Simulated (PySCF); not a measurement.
# C₆ coefficients of unlike pairs at PBE

Calculated with PySCF 2.14 from the dipole response of each species, C₆(A,B) = (3/π) ∫ α_A(iu) α_B(iu) du, in atomic units, from isotropic polarisabilities. For ions this is the dispersion term alone; charge-induced terms of lower order in 1/R come first.

```
species           configuration                                                                                              basis      relativity  α (bohr³)  C₆ (like pair)
   In²⁺      [Kr] 4d10 5s1 (2S)                               def2-QZVPPD with the def2 core potential (28 electrons) (8s6p5d4f1g)  core potential      13.07           62.83
      W  [Xe] 4f14 5d4 6s2 (5D)  aug-cc-pVTZ-PP with one added diffuse shell each of s, p, d, f, g type with ECP60MDF (7s7p6d4f3g)  core potential      72.42           887.0
     Fe       [Ar] 3d6 4s2 (5D)                                                                            dyall-av2z (16s12p7d2f)            none      62.37           550.1
   Ne³⁺       [He] 2s2 2p3 (4S)                                                                             aug-cc-pVTZ (5s4p3d2f)            none     0.6914          0.6143
```

Question: Estimate C₆ for W with In²⁺.

Answer: The integral gives 220.7. The combination rule 2 C_A C_B / (C_A α_B/α_A + C_B α_A/α_B) gives 219.3 and the geometric mean 236.1.

No spin-orbit coupling is included.

The other pairs:

```json
{"pair": "Ne³⁺, Fe", "C₆": "12.09"}
{"pair": "Fe, In²⁺", "C₆": "167.2"}
{"pair": "Fe, W", "C₆": "695.0"}
{"pair": "Ne³⁺, In²⁺", "C₆": "5.618"}
{"pair": "Ne³⁺, W", "C₆": "16.57"}
```
